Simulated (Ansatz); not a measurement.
Input for Ansatz (development build ahead of 0.2.0):

```yaml
crystal:
  periodic: [false, false, false]
  atoms:
    - { symbol: Fe, position_ang: [0.0, 0.0, 0.0] }
    - { symbol: S, position_ang: [0.0, 0.0, 2.02] }
basis:
  gaussian: { orbitals: pcseg-2 }
magnetization:
  initial_magnetization: 4
hamiltonian:
  xc: hf
```

The input is written out in the form of the current development build from the run's settings.

The run gave:

* Converged: yes
* Total energy: -1659.93629 hartree
* Spin squared of the determinant: 6.000
* Stability test: minimum among restricted orbitals

Caution: another spin multiplicity may lie lower; an unrestricted determinant lies well below.
